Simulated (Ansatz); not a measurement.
Consider the ligand exchange at a Ge–Se bond: `[Cl][GeH]([Cl])[SeH]` + H₂S → `[SH][GeH]([Cl])[Cl]` + H₂Se.

Isolated molecules relaxed with PBE0-D4/def2-TZVP in Ansatz; ΔE leaves out vibrations. CCSD(T)/CBS is the MP2 limit (def2-TZVPP, def2-QZVPP) plus CCSD(T) − MP2 in def2-TZVPP, frozen cores. This one scheme is used for every species. For Ge, Se outer-core shells are correlated without core-valence functions, which leaves a few kJ/mol of doubt a bond. Scalar relativity is left out up to krypton. Each species was taken in one conformer, which may not be the lowest.

```tsv
species	SCS-MP2/def2-TZVPP energy (Eh)
`[Cl][GeH]([Cl])[SeH]`	-5396.38221
H₂S	-398.90298
`[SH][GeH]([Cl])[Cl]`	-3394.00041
H₂Se	-2401.28007
```

Task: Work out ΔE.

Result: ΔE = (-3394.00041) + (-2401.28007) − (-5396.38221) − (-398.90298) = 0.00471 Eh = +0.13 eV. CCSD(T)/CBS gives +0.13 eV.

Task: What do rigid-rotor, harmonic-oscillator terms from PBE0-D4/def2-TZVP frequencies (298.15 K, 1 bar) make of the CCSD(T)/CBS value? (An estimate is asked.)

Result: The calculation gave: ΔZPE = -0.01 eV, ΔH = +0.12 eV, ΔS = 0 J/(mol·K), ΔG = +0.12 eV.

Largest T1 diagnostic among the species: 0.010.

Leaving LDA and LC-ωPBE aside and taking each functional with its dispersion term where it has one, the values, not all of them listed here, spread over 0.07 eV, from B97M-V to BHLYP-D4.
